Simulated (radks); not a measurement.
The numbers below are computed, except where a source is named.
Q: Ionisation of neutral krypton, [Kr], to Kr+, [Ar] 3d10 4s2 4p5, under several functionals. Dirac Kohn-Sham, spin-unpolarised, spherical densities, point nucleus; open shells fill j = l - 1/2 first; a radial shooting solver on a logarithmic mesh with Libxc functionals. Known Delta-SCF values: revPBE 14.021 eV; exchange-only LDA 12.876 eV. What does OLYP give, and what is its highest occupied eigenvalue?

A: 14.011 eV by Delta-SCF; the 4p3/2 eigenvalue is -8.969 eV. NIST: 14.000 eV (measured).

Beside tabulated values, note that spin-unpolarised runs miss the spin-polarisation part of the exchange energy of open shells.
